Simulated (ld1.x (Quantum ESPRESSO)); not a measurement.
osmium: one change to a TM potential, before and after

- Element: Os (Z = 76)
- Generator: ld1.x (Quantum ESPRESSO) 7.5
- Type: norm-conserving Troullier–Martins (Kleinman–Bylander form)
- Functional: LDA (PZ)
- Relativity: scalar-relativistic
- Frozen core: [Kr] 4d10 4f14
- Valence charge: 16
- Reference configuration: 5s2 5p6 5d6 6s0 6p0 (charge +2)
- Partial waves: 5p (bound): rc 1.10 bohr; 5d (bound): rc 1.40 bohr; 5s (bound): rc 1.60 bohr
- Local potential: the s channel
- Core correction: none

Change: reference 5s2 5p6 5d6 6s1.5 6p0.5.

Cutoffs: the cutoffs (Ry, on a coarse ladder) from which the occupation-weighted sum of valence levels, in a spherical-Bessel basis at the reference potential, stays within 10 and 1 mRy of its value at 400 Ry; they do not see the model core or the augmentation charge, which bear on the density cutoff. Errors are all-electron minus pseudo energies relative to the spin-unpolarised reference configuration.

Problem. What does the change do?

Solution. The potential gets neither clearly harder nor softer (120 Ry and 180 Ry → 120 Ry and 180 Ry); the miss of the reference levels goes from 0.00 to 2.39 eV; the range in which the s phases agree widens (upper end -3.8 → -2.6); the range in which the p phases agree widens (upper end 1.3 → 2.5); neither file shows a bound ghost at the reference potential, the only one tested.

```csv
quantity,base,changed
"cutoff, loose",120 Ry,120 Ry
"cutoff, tight",180 Ry,180 Ry
bound ghosts,none,none
"largest miss of a reference level, eV",0.00,2.39
"largest error over its own tests, meV",+5281,-8547
s: phases at 1.76 bohr within 0.05 rad from the reference energy up to (Ry; the scan ends near 5),-3.8,-2.6
p: phases at 1.76 bohr within 0.05 rad from the reference energy up to (Ry; the scan ends near 5),1.3,2.5
d: phases at 1.76 bohr within 0.05 rad from the reference energy up to (Ry; the scan ends near 5),to the end of the scan,to the end of the scan
```

Base: These tests converged, but a pseudo level misses the all-electron one widely, so the file describes the atom poorly there or has found another state: 5s2 5p6 5d6 6s2 6p0: 6s by 1.4 eV; 5s2 5p6 5d6 6s1 6p0: 6s by 2.1 eV; 5s2 5p6 5d5 6s0 6p0: empty 6s by 4.0 eV; 5s2 5p6 5d6 6s0 6p2: empty 6s by 2.5 eV; 5s2 5p6 5d5 6s2 6p1: 6s by 1.8 eV; 5s2 5p6 5d4 6s0 6p0: empty 6s by 5.1 eV. Changed file: These tests converged, but a pseudo level misses the all-electron one widely, so the file describes the atom poorly there or has found another state: 5s2 5p6 5d6 6s2 6p0: 6s by 2.1 eV; 5s2 5p6 5d6 6s1 6p0: 6s by 3.1 eV; 5s2 5p6 5d6 6s0 6p0: empty 6s by 4.3 eV; 5s2 5p6 5d6 6s1.5 6p0: 6s by 2.5 eV; 5s2 5p6 5d6 6s0 6p2: empty 6s by 2.6 eV; 5s2 5p6 5d5 6s0 6p0: empty 6s by 5.4 eV; 5s2 5p6 5d4 6s0 6p0: empty 6s by 6.7 eV. The 6p, 6s levels have no wave, so the channel is fitted at the deeper level alone: the likely source of the large errors.
